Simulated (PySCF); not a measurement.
Isomers of C5H2F2. The calculation used PBE0-D3(BJ)/def2-TZVP geometry optimisation, gas phase in PySCF. One conformer each; no zero-point energy, no entropy. No frequencies were run at this level. Point groups hold within 0.08 Å.

Problem. Order them by energy at this level, lowest first, and give relative energies in kcal/mol.
A. `FC=C=C=C=CF`
B. `C#CC(F)=C=CF`

Solution. A (0.0), B (2.9).

As drawn, the higher has a C≡C bond, which the lower lacks.

```json
{"SMILES": "FC=C=C=C=CF", "E (Eh)": "-391.00499", "E rel (kcal/mol)": "0.0", "dipole (D)": "1.64", "point group": "C2", "A, B, C (MHz)": "20483, 761.8, 755.5"}
{"SMILES": "C#CC(F)=C=CF", "E (Eh)": "-391.00033", "E rel (kcal/mol)": "2.9", "dipole (D)": "1.95", "point group": "C1", "A, B, C (MHz)": "5041, 1423, 1161"}
```

Problem. As an exercise, what shares would exp(−E/RT) give at 2000 K from these electronic energies alone (no entropy, no degeneracies)?

Solution. RT = 3.974 kcal/mol: FC=C=C=C=CF 67.6 %, C#CC(F)=C=CF 32.4 %.
